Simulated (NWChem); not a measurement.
SrBr$_{2}$; SMILES [Sr]([Br])[Br]

Program: NWChem. Coordinates come from a PBE-D3(BJ)/def2-SVP optimisation. def2 effective core potentials on Sr; no spin-orbit coupling.

For level Hartree-Fock/def2-TZVP:

- highest occupied level (eV) = -10.35
- orbital gap (eV) = 9.84
- dipole (D) = 4.26

Question: Estimate the same quantities for level PBE/def2-TZVP.

Answer: 
- highest occupied level (eV) = -6.38
- orbital gap (eV) = 3.46
- dipole (D) = 3.81
